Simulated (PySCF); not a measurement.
PySCF input file for Al(Br)(vinyl)(NH2) (C₂H₅AlBrN), SMILES C=[CH][Al]([NH2])[Br], TDA-PBE/def2-SVPD. The structure is a stationary point at ωB97X-D3(BJ)/def2-SVP. The structure was generated by enumeration; whether it is a known compound was not checked. Other conformers were not sampled.

```python
import numpy as np
from pyscf import gto, scf, dft, tdscf

mol = gto.M(
    atom='''
    Al    0.63561509    0.09234867   -0.04389136
    Br   -1.54632486    0.09122734    0.53039351
    C     1.25509173   -0.91052180   -1.57842550
    C     2.55084049   -0.93050863   -1.92838019
    H     0.56381169   -1.49159001   -2.20468208
    H     2.92217682   -1.49384403   -2.79512779
    H     3.31854634   -0.38227679   -1.36563071
    N     1.72403913    1.04311220    0.97034953
    H     1.42496231    1.57556438    1.78076780
    H     2.72500938    1.14305431    0.83987506
    ''',
    basis='def2-SVPD',
    charge=0,
    spin=0,
    max_memory=1600,
    verbose=4,
)
mf = dft.RKS(mol, xc='pbe').density_fit(auxbasis='def2-universal-jkfit')
mf.grids.level = 3
mf.conv_tol = 1e-9
mf.max_cycle = 100
mf.kernel()
mf.grids = dft.Grids(mol).set(level=1).build(with_non0tab=True)  # coarser grid for the response kernel
td = tdscf.TDA(mf)
td.singlet = True
td.nstates = 10
td.conv_tol = 1e-4
td.positive_eig_threshold = 1e-6
td.kernel(x0=td.get_init_guess(mf, 15))
td.analyze()
tt = tdscf.TDA(mf)
tt.singlet = False
tt.nstates = 4
tt.conv_tol = 1e-4
tt.positive_eig_threshold = 1e-6
tt.kernel(x0=tt.get_init_guess(mf, 9))
tt.analyze(verbose=3)
```

Log of the run:

```
PySCF version 2.14.0

[INPUT] verbose = 4
[INPUT] num. atoms = 10
[INPUT] num. electrons = 72
[INPUT] charge = 0
[INPUT] spin (= nelec alpha-beta = 2S) = 0
[INPUT] symmetry False subgroup None
[INPUT] Mole.unit = angstrom
[INPUT] Symbol           X                Y                Z      unit          X                Y                Z       unit  Magmom
[INPUT]  1 Al     0.635615090000   0.092348670000  -0.043891360000 AA    1.201138440741   0.174513694268  -0.082942649635 Bohr   0.0
[INPUT]  2 Br    -1.546324860000   0.091227340000   0.530393510000 AA   -2.922130485006   0.172394687673   1.002298472147 Bohr   0.0
[INPUT]  3 C      1.255091730000  -0.910521800000  -1.578425500000 AA    2.371779630907  -1.720636832446  -2.982791903030 Bohr   0.0
[INPUT]  4 C      2.550840490000  -0.930508630000  -1.928380190000 AA    4.820389913551  -1.758406467244  -3.644110423137 Bohr   0.0
[INPUT]  5 H      0.563811690000  -1.491590010000  -2.204682080000 AA    1.065449679928  -2.818696609037  -4.166245322936 Bohr   0.0
[INPUT]  6 H      2.922176820000  -1.493844030000  -2.795127790000 AA    5.522113877352  -2.822956089517  -5.282026006261 Bohr   0.0
[INPUT]  7 H      3.318546340000  -0.382276790000  -1.365630710000 AA    6.271143714278  -0.722398436878  -2.580668029195 Bohr   0.0
[INPUT]  8 N      1.724039130000   1.043112200000   0.970349530000 AA    3.257961783733   1.971196375193   1.833694856800 Bohr   0.0
[INPUT]  9 H      1.424962310000   1.575564380000   1.780767800000 AA    2.692788503728   2.977385169820   3.365163433444 Bohr   0.0
[INPUT] 10 H      2.725009380000   1.143054310000   0.839875060000 AA    5.149521415071   2.160059591404   1.587133842253 Bohr   0.0

nuclear repulsion = 349.30711212486
number of shells = 69
number of NR pGTOs = 265
number of NR cGTOs = 165
basis = def2-SVPD
ecp = {}


[settings echo left out]
init E= -2948.54927974382
  HOMO = -0.313852762207991  LUMO = -0.129710607390622  gap/eV = 5.01076
cycle= 1 E= -2949.35757640163  delta_E= -0.808  |g|= 0.69  |ddm|=  5.2
  HOMO = -0.117014344956844  LUMO = -0.0244910432617713  gap/eV = 2.51769
cycle= 2 E= -2948.97225340575  delta_E= 0.385  |g|= 1.36  |ddm|= 2.31
  HOMO = -0.237764290268856  LUMO = -0.0665369536792704  gap/eV = 4.65933
cycle= 3 E= -2949.46101786914  delta_E= -0.489  |g|= 0.224  |ddm|= 1.59
  HOMO = -0.232305740424582  LUMO = -0.081275073081144  gap/eV = 4.10975
cycle= 4 E= -2949.47450086465  delta_E= -0.0135  |g|= 0.0728  |ddm|= 0.356
  HOMO = -0.23181957518615  LUMO = -0.0766094339098728  gap/eV = 4.22348
cycle= 5 E= -2949.47581897319  delta_E= -0.00132  |g|= 0.0152  |ddm|= 0.113
  HOMO = -0.230604873880655  LUMO = -0.0767005918302912  gap/eV = 4.18795
cycle= 6 E= -2949.47587244119  delta_E= -5.35e-05  |g|= 0.00818  |ddm|= 0.0492
  HOMO = -0.230798942437379  LUMO = -0.0766314818636982  gap/eV = 4.19511
cycle= 7 E= -2949.47588592684  delta_E= -1.35e-05  |g|= 0.00333  |ddm|= 0.0124
  HOMO = -0.230987696672643  LUMO = -0.0766640211538614  gap/eV = 4.19936
cycle= 8 E= -2949.47588873013  delta_E= -2.8e-06  |g|= 0.00106  |ddm|= 0.00418
  HOMO = -0.231087604374026  LUMO = -0.0766820802424077  gap/eV = 4.20159
cycle= 9 E= -2949.4758890176  delta_E= -2.87e-07  |g|= 0.0002  |ddm|= 0.00149
  HOMO = -0.23108213002953  LUMO = -0.0766686050044729  gap/eV = 4.20181
cycle= 10 E= -2949.47588903035  delta_E= -1.28e-08  |g|= 5.01e-05  |ddm|= 0.000546
  HOMO = -0.231082916066573  LUMO = -0.0766743915437367  gap/eV = 4.20167
cycle= 11 E= -2949.47588903121  delta_E= -8.57e-10  |g|= 1.26e-05  |ddm|= 9.75e-05
  HOMO = -0.231084044953044  LUMO = -0.0766713103064216  gap/eV = 4.20178
Extra cycle  E= -2949.47588903116  delta_E= 5.64e-11  |g|= 1.81e-05  |ddm|= 5.29e-05
converged SCF energy = -2949.47588903116
tot grids = 41528
Overwritten attributes  positive_eig_threshold  of <class 'pyscf.tdscf.rks.TDA'>


******** <class 'pyscf.tdscf.rks.TDA'> for <class 'pyscf.df.df_jk.DFRKS'> ********
nstates = 10 singlet
deg_eia_thresh = 1.000e-03
wfnsym = None
conv_tol = 0.0001
eigh lindep = 1e-12
eigh level_shift = 0
eigh max_cycle = 100


Excitation energies (eV)
[4.47369805 4.93800928 5.26428578 5.40867785 5.58350864 5.93984454
 5.98193879 6.3229955  6.37117802 6.45988159]

** Singlet excitation energies and oscillator strengths **
Excited State   1:      4.47370 eV    277.14 nm  f=0.0268
      34 -> 37       -0.10793
      36 -> 37       -0.68439
      36 -> 40       -0.11188
Excited State   2:      4.93801 eV    251.08 nm  f=0.0000
      33 -> 37       -0.14336
      35 -> 37        0.69082
Excited State   3:      5.26429 eV    235.52 nm  f=0.0155
      33 -> 37        0.12435
      36 -> 38       -0.69334
Excited State   4:      5.40868 eV    229.23 nm  f=0.0583
      32 -> 37       -0.52473
      34 -> 37       -0.45446
Excited State   5:      5.58351 eV    222.05 nm  f=0.0033
      33 -> 37       -0.67488
      35 -> 37       -0.14191
      36 -> 38       -0.11581
Excited State   6:      5.93984 eV    208.73 nm  f=0.0592
      35 -> 38       -0.69346
Excited State   7:      5.98194 eV    207.26 nm  f=0.0000
      34 -> 38       -0.70473
Excited State   8:      6.32300 eV    196.08 nm  f=0.0005
      32 -> 38       -0.12657
      36 -> 39       -0.69248
Excited State   9:      6.37118 eV    194.60 nm  f=0.1161
      32 -> 37        0.36606
      32 -> 40       -0.10742
      33 -> 38        0.14213
      34 -> 37       -0.38875
      34 -> 40        0.30155
      36 -> 37        0.10058
      36 -> 40       -0.24142
Excited State  10:      6.45988 eV    191.93 nm  f=0.1024
      31 -> 37       -0.11580
      32 -> 38       -0.67386
      36 -> 39        0.12482

** Transition electric dipole moments (AU) **
state          X           Y           Z        Dip. S.      Osc.
  1         0.2511      0.2814      0.3196      0.2444      0.0268
  2        -0.0027      0.0028      0.0007      0.0000      0.0000
  3        -0.0542      0.2762     -0.2026      0.1203      0.0155
  4         0.5013     -0.1898     -0.3910      0.4402      0.0583
  5        -0.0243      0.1241     -0.0889      0.0239      0.0033
  6         0.0552     -0.3677     -0.5180      0.4065      0.0592
  7         0.0010      0.0102      0.0145      0.0003      0.0000
  8        -0.0169      0.0519     -0.0161      0.0032      0.0005
  9         0.5361     -0.3307     -0.5890      0.7437      0.1161
 10         0.1563     -0.6507      0.4464      0.6472      0.1024

** Transition velocity dipole moments (imaginary part, AU) **
state          X           Y           Z        Dip. S.      Osc.
  1         0.0201      0.0195      0.0217      0.0013      0.0051
  2        -0.0039      0.0204     -0.0146      0.0006      0.0024
  3        -0.0082      0.0412     -0.0301      0.0027      0.0092
  4         0.0314     -0.0206     -0.0363      0.0027      0.0092
  5         0.0038     -0.0203      0.0150      0.0007      0.0021
  6         0.0116     -0.0723     -0.1025      0.0159      0.0485
  7        -0.0017      0.0122     -0.0045      0.0002      0.0005
  8        -0.0043      0.0222     -0.0132      0.0007      0.0020
  9         0.0183     -0.0498     -0.0746      0.0084      0.0239
 10         0.0273     -0.1168      0.0805      0.0209      0.0586

** Transition magnetic dipole moments (imaginary part, AU) **
state          X           Y           Z
  1        -0.0085      0.0356     -0.0251
  2         0.0118     -0.0048     -0.0107
  3         0.4206     -0.2575     -0.4691
  4        -0.0159      0.0919     -0.0672
  5         0.5973     -0.1078     -0.2956
  6        -0.0799      0.3606     -0.2798
  7        -0.4093     -0.3895     -0.4095
  8         0.2407      0.1342      0.1195
  9        -0.0091      0.0523     -0.0378
 10        -0.1009      0.0293      0.0560


******** <class 'pyscf.tdscf.rks.TDA'> for <class 'pyscf.df.df_jk.DFRKS'> ********
nstates = 4 triplet
deg_eia_thresh = 1.000e-03
wfnsym = None
conv_tol = 0.0001
eigh lindep = 1e-12
eigh level_shift = 0
eigh max_cycle = 100


Excitation energies (eV)
[3.94097479 4.30505331 4.68305928 4.97900546]

** Triplet excitation energies and oscillator strengths **
Excited State   1:      3.94097 eV    314.60 nm  f=0.0000
Excited State   2:      4.30505 eV    288.00 nm  f=0.0000
Excited State   3:      4.68306 eV    264.75 nm  f=0.0000
Excited State   4:      4.97901 eV    249.01 nm  f=0.0000
```

Self-consistency was reached.
